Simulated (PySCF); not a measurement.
Assigning NMR signals

Structure with atom numbers: `[CH3:1][C:2](=[O:3])/[CH:4]=[CH:5]\[O:6][SiH2:7][PH2:8]` (H(Xn): hydrogen on atom n).

PySCF 2.14.0 with density-fitted response routines calculation with NMR shieldings at PBE0/pcSseg-1/GIAO and geometry from GFN2-xTB; non-relativistic, one conformer, rapidly exchanging positions averaged, gas phase.

Referencing at the same level of theory: TMS for 13C (186.93 ppm) and 1H (31.72 ppm).

Problem. Assign these signals to the numbered atoms. 13C{1H} NMR (computed): δ 195.8, 155.8, 113.3, 34.3.

Solution. 
195.8 → C2, ketone carbonyl carbon: the double bond to the heteroatom, with no lone-pair donor beside it, deshields it most
155.8 → C5, alkene carbon bearing oxygen: an sp2 carbon further deshielded by the attached heteroatom
113.3 → C4, β carbon of an enol-ether or enamine type C=C: the O or N lone pair pushes π density onto this β carbon and shields it
34.3 → C1, methyl carbon α to a carbonyl: α to the electron-withdrawing carbonyl group

Problem. Assign these signals to the numbered atoms. 1H NMR (300 MHz, computed): δ 6.73 (m, 1H), 5.73 (m, 2H), 5.54 (d, 1H), 2.10 (s, 3H), 1.09 (m, 2H).

Solution. 
```tsv
δ (ppm)	atoms	environment	reason
6.73	H(C5)	hydrogen on an alkene carbon bearing oxygen	attached to an sp2 carbon and in the plane of the double bond
5.73	H(Si7)	hydrogen on a silicon bonded to O, P	–
5.54	H(C4)	hydrogen on a β carbon of an enol-ether or enamine type C=C	a vinylic proton, deshielded by the sp2 carbon and the C=C anisotropy
2.10	H(C1)	hydrogen on a methyl carbon α to a carbonyl	α to C=O
1.09	H(P8)	hydrogen on a phosphorus bonded to Si	–
```

Splittings by 31P in the carbon and heteronuclear signals aren't shown, as no couplings were computed. Shifts are as computed. Against solution values, carbons near 30 ppm lie about +3 ppm off and those near 130 ppm about +5 ppm. Of 1309 compounds with measured shifts, 239 miss one by over three times the rms of a fit or turn the order of signals round; such compounds aren't used in these exercises. No couplings were computed; multiplicities are counted from neighbouring protons, with m where these are inequivalent, close in shift, in a saturated or five-membered ring or joined by F or P, and br s for small geminal =CH2 splittings.
